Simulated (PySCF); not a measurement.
C5H12NPS.
Z-matrix (Å and degrees, PBE0-D3(BJ)/def2-SVP geometry), rows numbered from 1:
```
C 
P   1  1.8270
N   2  1.5734  1  119.39
C   2  1.8442  1  103.65  3  -132.25
C   4  1.5238  2  109.43  1  -170.62
S   5  1.8170  4  113.44  2    67.66
C   6  1.8172  5  100.01  4   -62.01
C   7  1.5237  6  113.67  5    61.14
H   1  1.1005  2  111.99  3  -172.17
H   1  1.1004  2  109.18  3    66.81
H   1  1.0999  2  108.34  3   -50.94
H   3  1.0186  2  115.19  1   -63.80
H   4  1.1028  2  110.49  1   -48.15
H   4  1.1043  2  107.27  1    69.58
H   5  1.1021  4  109.74  2   -54.76
H   5  1.1005  4  111.24  2  -174.21
H   7  1.1013  6  109.76  5   -61.82
H   7  1.1009  6  104.83  5  -177.70
H   8  1.1026  2  106.06  1   -72.13
H   8  1.1015  2  110.02  1    45.51
```

Computed with PySCF at PBE0/pcSseg-1, non-relativistic, on one gas-phase PBE0-D3(BJ)/def2-SVP geometry that isn't relaxed in the solvent. The solvent is an IEF-PCM continuum (cavity from Bondi-type radii × 1.2). Specific hydrogen bonds and non-electrostatic terms are outside this model.

```json
{"run": "gas", "E − E(gas) (kcal/mol)": "0.00", "HOMO (eV)": "-6.19", "HOMO–LUMO gap (eV)": "7.12", "dipole (D)": "3.13"}
{"run": "P", "E − E(gas) (kcal/mol)": "-10.70", "HOMO (eV)": "-6.38", "HOMO–LUMO gap (eV)": "7.52", "dipole (D)": "4.62"}
{"run": "Q", "E − E(gas) (kcal/mol)": "-7.46", "HOMO (eV)": "-6.31", "HOMO–LUMO gap (eV)": "7.46", "dipole (D)": "4.11"}
```

The runs were made in chloroform and dimethylsulfoxide. Which run belongs to which solvent?

P = dimethylsulfoxide, Q = chloroform. The dielectric constants are 4.711 (chloroform), 46.83 (dimethylsulfoxide), and the energy falls further as ε rises. In this model the ground state sees the solvent through ε alone.

How constant is the ratio of the lowering to (ε − 1)/(2ε + 1)?

```tsv
solvent	(ε − 1)/(2ε + 1)	E − E(gas) (kcal/mol)	ratio (kcal/mol)	polarisation term (kcal/mol)
chloroform	0.356	-7.46	-21.0	-8.53
dimethylsulfoxide	0.484	-10.70	-22.1	-13.02
```

The ratio changes by +5.4 % in size from chloroform to dimethylsulfoxide. The polarisation term is half the interaction of the solute with the induced surface charges.

Hardware: an Arm Neoverse V1 with one thread, shared host. Cost: 36 s, 1.1 GiB resident at most. This is the whole shielding run at PBE0/pcSseg-1 in dimethylsulfoxide, SCF included.
